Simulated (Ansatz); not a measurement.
Reactions of C2H9NSSi (`C[SiH](N)CS`).

Gas-phase electronic energies from Ansatz, PBE0-D4/def2-TZVP geometries. CCSD(T)/CBS adds triple-zeta CCSD(T) − MP2 to the extrapolated MP2 energy (def2 sets, frozen cores). This one scheme is used for every species. Triplets are unrestricted, without spin–orbit coupling. Elements past krypton have def2 core potentials. For Te outer-core shells are correlated without core-valence functions, which leaves a few kJ/mol of doubt a bond. One conformer a species, not always the lowest.

| reaction | MP2/CBS(def2) (kJ/mol) | CCSD(T)/CBS(def2) (kJ/mol) |
| --- | --- | --- |
| `C[SiH](N)CS` → `C[Si]N` + CH₃SH | 182 | 165 |
| `C[SiH](N)CS` → `[CH2]` (triplet) + `C[SiH](N)S` | 370 | 359 |
| `C[SiH](N)CS` + CH₃NH₂ → `CN[SiH](C)N` + CH₃SH | -60 | -60 |
| `C[SiH](N)CS` + `N#CN` → `C[SiH](N)NC#N` + CH₃SH | -76 | -75 |
| `C[SiH](N)CS` → `CNCS[SiH3]` | 141 | 135 |
| `C[SiH](N)CS` + H₂Te → `C[SiH](N)[TeH]` + CH₃SH | -71 | -64 |

Largest T1 diagnostic: 0.014, for `N#CN`.
